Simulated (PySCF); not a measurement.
```xyz
17

Ti    -0.0047    -0.0013     0.0012
C      0.7030     1.7420    -0.8626
H     -0.1291     2.2815    -1.3662
H      1.4865     1.4994    -1.6138
H      1.1414     2.3995    -0.0797
C      0.0588    -1.5307    -1.3924
H     -0.7471    -2.2685    -1.1848
H      1.0439    -2.0448    -1.3432
H     -0.0833    -1.1151    -2.4142
C      1.1893    -0.4947     1.6189
H      2.2311    -0.1506     1.4358
H      1.1914    -1.5973     1.7650
H      0.8018    -0.0065     2.5399
C     -1.9538     0.2826     0.6368
H     -2.1245     1.3585     0.8611
H     -2.1427    -0.3144     1.5560
H     -2.6620    -0.0397    -0.1578
```

Charge 0, multiplicity 1.

Task: Give the Mulliken and meta-Löwdin atomic charges from PySCF with PBE-D3(BJ)/def2-TZVP // PBE-D3(BJ)/def2-SVP.

Result: 
| atom | Mulliken (e) | meta-Löwdin (e) |
|---|---|---|
| Ti1 | 1.19 | 1.21 |
| C2 | -0.70 | -0.67 |
| H3 | 0.13 | 0.12 |
| H4 | 0.13 | 0.12 |
| H5 | 0.13 | 0.12 |
| C6 | -0.70 | -0.67 |
| H7 | 0.13 | 0.12 |
| H8 | 0.13 | 0.12 |
| H9 | 0.13 | 0.12 |
| C10 | -0.70 | -0.67 |
| H11 | 0.13 | 0.12 |
| H12 | 0.13 | 0.12 |
| H13 | 0.13 | 0.12 |
| C14 | -0.70 | -0.67 |
| H15 | 0.13 | 0.12 |
| H16 | 0.13 | 0.12 |
| H17 | 0.13 | 0.12 |
